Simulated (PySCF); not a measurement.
## Electron correlation in Ti (titanium, neutral)

[Ar] 3d2 4s2, high-spin 3F determinant. Calculation: PySCF 2.14, in aug-cc-pVTZ; the non-relativistic Hamiltonian (point nucleus). Frozen: [Ar]; 4 electrons correlated.

```csv
level,correlation energy (mhartree)
CCSD,-53.03
(T),-1.89
CCSD(T),-54.92
```

Diagnostics: T1 = 0.026, D1 = 0.0601, largest double amplitude 0.064.

Is a single reference adequate?

Yes: T1 lies below 0.03 and no double amplitude reaches 0.07.
